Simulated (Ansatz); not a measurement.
F$_{4}$Te, charge +1, doublet, at a GFN2-xTB geometry (a state made from the parent by changing its charge; the spin is typed, not shown lowest) (core potentials on Te); Ansatz (a first-principles code) with WB97X-V/def2-SVP.

Here is a job for Ansatz.
Ansatz 0.2 input:
```yaml
crystal:
  periodic: [false, false, false]
  atoms:
    - {symbol: Te, position_ang: [-0.01061858, 0.00295013, 0.28505227]}
    - {symbol: F, position_ang: [1.14851292, 1.60409032, 0.11390780]}
    - {symbol: F, position_ang: [1.18532124, -0.83746182, -0.85961877]}
    - {symbol: F, position_ang: [-1.15503896, -1.60227721, 0.06128147]}
    - {symbol: F, position_ang: [-1.11744340, 0.81860351, -0.96253919]}
basis:
  gaussian:
    orbitals: def2-SVP
hamiltonian:
  xc: {name: wB97X-V}
total_charge: 1
magnetization: {spin_polarized: true, initial_magnetization: 1}
```

Output, abridged:

```
Functional definition: wB97X-V
837 factors; integrals over basis functions are off by at most 1.9e-4 eV
162 factors; integrals over basis functions are off by at most 3.7e-6 eV
mean field evaluation 1: about -18120.0619 eV, gradient 6.2e1 eV
mean field evaluation 2: about -18108.5138 eV, gradient 9.0e1 eV
mean field evaluation 4: about -18134.7186 eV, gradient 4.7e0 eV
mean field evaluation 8: about -18134.9098 eV, gradient 1.9e-1 eV
mean field evaluation 16: about -18134.9112 eV, gradient 1.3e-3 eV
mean field -18134.91116453 eV, -666.4456930120 hartree, gradient 7.7e-5 eV, S^2 0.778363; 2 other end points of the search recorded, 0 dependent functions left out
reference -18134.91116351 eV, -666.4456929748 hartree; 30, 29 occupied and 52, 53 virtual orbitals, 837 factors
Total energy: -18134.91116351 eV, -666.4456929748 hartree
```
